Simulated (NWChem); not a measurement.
# SiH, doublet; SMILES [SiH]

```xyz
2

Si     0.0000     0.0000    -0.1290
H      0.0000     0.0000     1.4426
```
Atoms are numbered in this order, from 1.

Computed with NWChem. Spin-unrestricted. The state is orbitally degenerate and is run as one real component. All runs use the structure optimised with B3LYP/6-31G* (spherical d), spin-unrestricted. No stability test was run on the SCF state. Fermi-contact couplings, non-relativistic, static geometry.

For level PBE0/IGLO-III:

| Item | Value |
|---|---|
| A(iso) 29Si atom 1 (MHz) | 3.5 |
| A(iso) 1H atom 2 (MHz) | -30.7 |

Q: How do the values read with level PBE/IGLO-III instead?

A: The A(iso) 29Si atom 1 (MHz) is 15.9 and the A(iso) 1H atom 2 (MHz) comes out as -31.7.
